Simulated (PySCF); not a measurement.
SMILES c1(ccccc1)-c1ccc(s1)F (C10H7FS) at its GFN2-xTB optimised geometry (Å):

```
19

F      4.4212    -1.3558     0.0000
C      3.2733    -0.6768     0.0000
C      3.1322     0.6714     0.0000
C      1.7723     1.0433     0.0000
C      0.9025    -0.0127     0.0000
C     -0.5472    -0.0029     0.0000
C     -1.2646    -1.2010     0.0000
C     -2.6450    -1.2010     0.0000
C     -3.3416    -0.0036     0.0000
C     -2.6433     1.1927     0.0000
C     -1.2622     1.1977     0.0000
S      1.7729    -1.5289     0.0000
H      3.9567     1.3597     0.0000
H      1.4608     2.0713     0.0000
H     -0.7261    -2.1381     0.0000
H     -3.1805    -2.1388     0.0000
H     -4.4212    -0.0025     0.0000
H     -3.1794     2.1305     0.0000
H     -0.7355     2.1388     0.0000
```

Computed with PBE/def2-SVP (PySCF).

Map of the electrostatic potential (hartree/e) on the plane z = 1.5 Å:

```
|455555555555555555555555554|
|555555555555555555555555555|
|555555555555555555555555555|
|555555555555666666655555555|
|555555555566666666666555555|
|555555665666666666666665555|
|555556665566677776666666555|
|555556655556677776666666655|
|555555554445666666556666655|
|555555443234455554445666655|
|555544332123333333234566555|
|555543211012221112123455544|
|555543100001221001222344444|
|555543200001333223333443333|
|555543100001334456666642223|
|555543211012344589889631122|
|555543332123345699877520122|
|555554443223454456665310122|
|555555544344554323454321122|
|555555555445554322344322222|
|555555555555554333343332233|
|555555555555544433333333333|
|555555555555544443333333333|
|455555555554444444433333333|
|444555555444444444443333333|
|444444444444444444444333333|
|444444444444444444444433333|
```
Scale: ten equal steps from -0.016 (start of '0') to 0.019 (end of '9'), in the order '0123456789'; x runs from -6.50 to 6.50, y from -6.50 (bottom) to 6.50 (top).
